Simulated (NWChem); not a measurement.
## Basis-set convergence for H$_{3}$B

SMILES: B
```xyz
4

B      0.0000     0.0000     0.0000
H      0.0000     0.0000     1.2044
H     -1.0430     0.0000    -0.6022
H      1.0430     0.0000    -0.6022
```
Charge 0, spin multiplicity 1.

Program: NWChem. All single points use one geometry, from B3LYP/def2-SVP, a minimum by its harmonic frequencies.

Quantity: vertical ionisation energy at the level ΔB3LYP (Δ: difference of total energies, the cation a doublet at the parent's geometry with its hole in an orbital of symmetry a1 (C2v labels); it is the state that the SCF runs reached, from PBE0 orbitals for Hartree-Fock references, and need not be the lowest).

B3LYP has NWChem's definition, with VWN1-RPA local correlation. The Pople sets run with spherical d functions. The structure started from a generated list of species. The stability of the SCF solutions was not checked.

```json
[
 {"basis": "STO-3G", "functions": "8", "vertical ionisation energy (eV)": "?"},
 {"basis": "6-31+G*", "functions": "24", "vertical ionisation energy (eV)": "?"},
 {"basis": "pcseg-1", "functions": "29", "vertical ionisation energy (eV)": "13.08"},
 {"basis": "cc-pVDZ", "functions": "29", "vertical ionisation energy (eV)": "?"},
 {"basis": "6-311G**", "functions": "36", "vertical ionisation energy (eV)": "13.09"},
 {"basis": "def2-TZVP", "functions": "49", "vertical ionisation energy (eV)": "13.08"},
 {"basis": "cc-pVTZ", "functions": "72", "vertical ionisation energy (eV)": "13.08"},
 {"basis": "def2-TZVPP", "functions": "73", "vertical ionisation energy (eV)": "13.08"}
]
```

Problem. Fill in the missing entries.

Solution. 
- STO-3G, vertical ionisation energy (eV): 12.75
- 6-31+G*, vertical ionisation energy (eV): 13.11
- cc-pVDZ, vertical ionisation energy (eV): 13.03
